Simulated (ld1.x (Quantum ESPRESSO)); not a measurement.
**u(r) = r·R(r): atom against pseudo-atom (Co (Z = 27))**

Columns: radius, all-electron u(r) and pseudo u(r) of the 3d shell (level -8.15 eV) of cobalt in the configuration [Ne] 3s2 3p6 3d7 4s2 4p0; revPBE, scalar-relativistic, TM semilocal scheme, ld1.x (Quantum ESPRESSO) 7.5.

| r (bohr) | all-electron | pseudo |
| --- | --- | --- |
| 0.118 | 0.1167 | 0.0349 |
| 0.235 | 0.4130 | 0.2293 |
| 0.353 | 0.6865 | 0.5665 |
| 0.470 | 0.8599 | 0.8674 |
| 0.588 | 0.9403 | 1.0072 |
| 0.705 | 0.9512 | 1.0024 |
| 0.822 | 0.9203 | 0.9387 |
| 0.940 | 0.8666 | 0.8689 |
| 1.058 | 0.8028 | 0.8028 |
| 1.175 | 0.7368 | 0.7368 |
| 1.292 | 0.6721 | 0.6721 |
| 1.410 | 0.6104 | 0.6104 |
| 1.528 | 0.5532 | 0.5532 |
| 1.645 | 0.5012 | 0.5012 |
| 1.763 | 0.4537 | 0.4537 |
| 1.880 | 0.4111 | 0.4111 |
| 1.998 | 0.3722 | 0.3722 |
| 2.115 | 0.3376 | 0.3376 |
| 2.232 | 0.3062 | 0.3062 |
| 2.350 | 0.2777 | 0.2777 |
| 2.468 | 0.2520 | 0.2520 |
| 2.585 | 0.2289 | 0.2289 |
| 2.702 | 0.2079 | 0.2079 |
| 2.820 | 0.1888 | 0.1888 |
| 2.938 | 0.1714 | 0.1714 |
| 3.055 | 0.1557 | 0.1557 |

(1) How many radial nodes do the two functions have?

(2) At about which radius was the pseudo-wave matched?

(3) Where does each function peak?

(4) Is the pseudo-wave norm-conserving?

Results:

(1) The all-electron 3d function has n − l − 1 = 0; the pseudo-wave has 0.

(2) 1.10 bohr, where the columns begin to agree (steps of 0.12 bohr).

(3) Outermost all-electron maximum near 0.70 bohr, pseudo maximum near 0.59 bohr (to the table’s step).

(4) Yes: the TM semilocal scheme keeps the norm inside the radius equal to the all-electron one, which fixes the energy derivative of the logarithmic derivative at the level.
